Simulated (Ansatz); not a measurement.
Molecule: sum formula BClF (charge 0, doublet). It need not be the lowest isomer of its formula. 
Coordinates optimised at B3LYP-D3(BJ)/def2-TZVP (Ansatz, a quantum-chemistry and plane-wave program):
```xyz
3

B     -0.7807    -0.2385     0.0033
F     -1.3715     0.9238     0.0097
Cl     0.9557    -0.4189    -0.0061
```
Charge 0, spin multiplicity 2.

Parts of the frozen-core correlation energy in cc-pV(Q+d)Z (Ansatz, hartree). Frozen orbitals: 7; correlated occupied orbitals by spin: 9 and 8; virtual: 158 and 159. Open shells are spin-unrestricted. No spin-orbit coupling. Non-relativistic.

```
term                            value
-------------------------  ----------
reference (HF)             -583.74222
MP2 opposite-spin                 [?]
MP2 same-spin                -0.13977
CCSD correlation                  [?]
(T)                               [?]
T1 diagnostic                   0.015
largest doubles amplitude       0.024
<S^2> of the reference          0.754
```

Q: Some entries are withheld; supply them.

A: 
- MP2 opposite-spin, value: -0.41563
- CCSD correlation, value: -0.57115
- (T), value: -0.02315
